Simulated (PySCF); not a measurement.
[Hf(Cl)4], neutral singlet in the gas phase. 

Cartesian coordinates (Å):
```xyz
5

Hf     0.0000     0.0000     0.0000
Cl    -1.5795     1.5560    -0.7253
Cl     1.1279     0.8456     1.8587
Cl     1.5272    -0.4145    -1.7141
Cl    -1.0755    -1.9870     0.5806
```
Charge 0, spin multiplicity 1.

All levels are single points at this geometry (r2SCAN-D4/def2-SVP); Pople sets use spherical d functions. Orbital energies aren't observables, and empty levels follow the basis.

```
level                                     HOMO (eV)  LUMO (eV)  gap (eV)  dipole (D)  vertical IE, Delta-SCF (eV)
----------------------------------------  ---------  ---------  --------  ----------  ---------------------------
B3LYP-D3(BJ)/def2-TZVP in PySCF               -9.42      -2.42      7.00        0.00                            –
PBE-D3(BJ)/def2-TZVP in PySCF                 -8.32      -3.02      5.29        0.00                            –
TPSSh-D3(BJ)/def2-TZVP in PySCF               -8.99      -2.65      6.34        0.00                            –
B3LYP/6-311+G** (LANL2DZ on Hf) in PySCF      -9.56      -2.98      6.58        0.00                            –
B3LYP/6-31G* (LANL2DZ on Hf) in PySCF         -9.56      -2.93      6.62        0.00                        11.58
B3LYP/LANL2DZ in PySCF                        -9.83      -3.22      6.61        0.00                            –
BP86/6-31G* (LANL2DZ on Hf) in PySCF          -8.58      -3.57      5.01        0.00                            –
M06-2X/6-31G* (LANL2DZ on Hf) in PySCF       -11.17      -1.98      9.19        0.00                            –
PBE/6-31G* (LANL2DZ on Hf) in PySCF           -8.48      -3.45      5.02        0.00                            –
```
